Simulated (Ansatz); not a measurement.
Basis-set series for CH5AlClN (`[CH3][Al]([NH2])[Cl]`). Total charge 0; spin multiplicity 1. Geometry: relaxed with PBE0-D4/def2-TZVP. It is one conformer, not always the lowest.

| functional | basis | functions | energy (Eh) | HOMO (eV) | LUMO (eV) |
| --- | --- | --- | --- | --- | --- |
| PBE0-D4 | def2-TZVPP | 216 | -798.31003 | -7.61 | -0.01 |
| PBE0-D4 | def2-QZVPP | 404 | -798.33746 | -7.66 | -0.29 |
| ωB97M-V | def2-TZVPP | 216 | -798.60116 | -10.00 | 1.43 |
| ωB97M-V | def2-QZVPP | 404 | -798.62744 | -10.06 | 0.93 |

**Question.** Give the rows for def2-SVP. (An estimate is asked.)

**Answer.** Computed: 
```tsv
functional	basis	functions	energy (Eh)	HOMO (eV)	LUMO (eV)
PBE0-D4	def2-SVP	89	-797.95106	-7.40	0.32
ωB97M-V	def2-SVP	89	-798.23881	-9.78	1.87
```

Positive LUMOs are unbound and depend on the basis.
